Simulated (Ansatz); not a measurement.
Other settings, tried on AlSi₃⁺ (the lowest singlet isomer of a short search).

```yaml
crystal:
  periodic: [false, false, false]
  atoms:
    - {symbol: Al, position_ang: [-1.787555, 0.610396, -0.070971]}
    - {symbol: Si, position_ang: [0.524765, 1.325826, -0.169997]}
    - {symbol: Si, position_ang: [1.670768, -0.570514, 0.066292]}
    - {symbol: Si, position_ang: [-0.407988, -1.365708, 0.174667]}
basis:
  gaussian: {orbitals: aug-cc-pVDZ}
total_charge: 1
hamiltonian: {xc: {name: HSE06}, dispersion: d4}
```

```sh
$ ansatz run in.yaml --threads 4 --pin off --events-out ev --progress --plain --max-ram 3916MiB
```

Output, abridged:

```
Functional definition: HSE06
1113 factors; integrals over basis functions are off by at most 5.1e-4 eV
147 factors; integrals over basis functions are off by at most 2.2e-6 eV
mean field evaluation 1: about -30198.9163 eV, gradient 4.0e1 eV
mean field evaluation 2: about -30142.9768 eV, gradient 1.0e2 eV
mean field evaluation 4: about -30203.2872 eV, gradient 2.7e1 eV
mean field evaluation 8: about -30206.8968 eV, gradient 2.0e-1 eV
mean field evaluation 16: about -30206.8988 eV, gradient 1.5e-5 eV
mean field -30206.89879644 eV, -1110.0830557976 hartree, gradient 1.5e-5 eV, S^2 0.000000; 0 other end points of the search recorded, 0 dependent functions left out
reference -30206.89884741 eV, -1110.0830576708 hartree; 27, 27 occupied and 81, 81 virtual orbitals, 1113 factors
Total energy: -30207.09648971 eV, -1110.0903208916 hartree
```

Run time 2 s (4 threads of Arm Neoverse V1 on a shared host).

HSE06 is defined as in plane-wave codes, on full-range PBE exchange.
